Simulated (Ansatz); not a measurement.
Basis sets compared for InH2(SiH3) (InSiH5). The state is a singlet with charge 0. Geometry PBE-D4/def2-TZVP. Ansatz on 4 threads of Arm Neoverse V2 on a shared host; times are rough, and most runs start from earlier orbitals.

```xyz
7

In   -0.785   -1.161   -0.392
H    -0.035   -2.718   -0.610
H    -2.510   -1.047   -0.608
Si    0.614    0.909    0.277
H     0.013    2.191   -0.212
H     2.022    0.836   -0.228
H     0.680    0.989    1.774
```

In the def2 sets In takes a core potential; there is no spin–orbit coupling.

Binding counts from free atoms (In doublet, H doublet, Si triplet) in the same basis, without a counterpoise term.

```csv
level,functions,energy (Eh),HOMO (eV),LUMO (eV),binding per atom (eV),wall time
PBE-D4/def2-SVP,69,-482.3339,-6.34,-2.83,2.35,0.35 s
PBE0-D4/def2-SVP,69,-482.3707,-7.38,-2.11,2.36,0.5 s
```

Task: Estimate the rows for PBE-D4/def2-TZVP, PBE0-D4/def2-TZVP.

Result: 
```csv
level,functions,energy (Eh),HOMO (eV),LUMO (eV),binding per atom (eV),wall time
PBE-D4/def2-TZVP,117,-482.4470,-6.36,-2.88,2.37,0.6 s
PBE0-D4/def2-TZVP,117,-482.4808,-7.37,-2.14,2.38,0.85 s
```
